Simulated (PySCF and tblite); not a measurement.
The numbers below are computed, except where a source is named.
C₆H₉FO₂, numbered as in [CH2:1]=[C:2]([C:3](=[O:4])[OH:5])[C@@H:6]([F:7])[CH2:8][CH3:9].

Search: ETKDG and KDG, MMFF94s, GFN2-xTB, 200 starts; geometries at GFN2-xTB. Free energies are B3LYP-D3(BJ)/def2-SVP (IEF-PCM, tetrahydrofuran) single points with GFN2-xTB rigid-rotor and vibrational terms (modes under about 100 cm⁻¹ blended into free rotors). Symmetry numbers and mirror images are counted. Conformers within 3 kcal/mol (GFN2-xTB free energy) were kept, 6 at most. Of two unlike H on one atom, a is the less shielded (KT3/pcSseg-1 (IEF-PCM, tetrahydrofuran)). Run with PySCF (density fitting) and tblite.

An NOE distance is ⟨r⁻⁶⟩^(−1/6) over all pairs of like atoms and, for the average, over conformers.

Torsions listed: C6–C2–C3–O5, O4–C3–O5–H5, C1–C2–C6–F7, F7–C6–C8–C9.

| conformer | shape | weight % |
| --- | --- | --- |
| 1 | 178°, 0°, -17°, -62° | 42.3 |
| 2 | 177°, -1°, -15°, 65° | 29.2 |
| 3 | -4°, 1°, -20°, -64° | 13.8 |
| 4 | -6°, 1°, -15°, 65° | 9.1 |

Not shown: 2 more, 5.7 % in all.

(1) Which H–H contacts under 3.5 Å would NOEs report (pairs on one atom left out) at 298.15 K?

The minima are those of GFN2-xTB; planar forms about aryl–S or allylic bonds may be saddles in DFT.

Answers

(1) 
```csv
pair,in 1 (Å),in 2 (Å),in 3 (Å),in 4 (Å),average (Å)
H6 ··· H8a,2.51,2.46,2.54,2.47,2.51
H8a ··· H9,2.61,2.60,2.61,2.60,2.61
H8b ··· H9,2.61,2.62,2.61,2.62,2.61
H6 ··· H8b,3.06,2.44,3.05,2.45,2.68
H6 ··· H9,2.88,3.91,2.87,3.92,3.07
H1a ··· H5,3.34,3.35,4.48,4.48,3.47
```

Longer pairs under the limit may be missing.


Conformer gaps in def2-SVP on xTB geometries can be 2 kcal/mol too large for S=O, P=O and other polar bonds.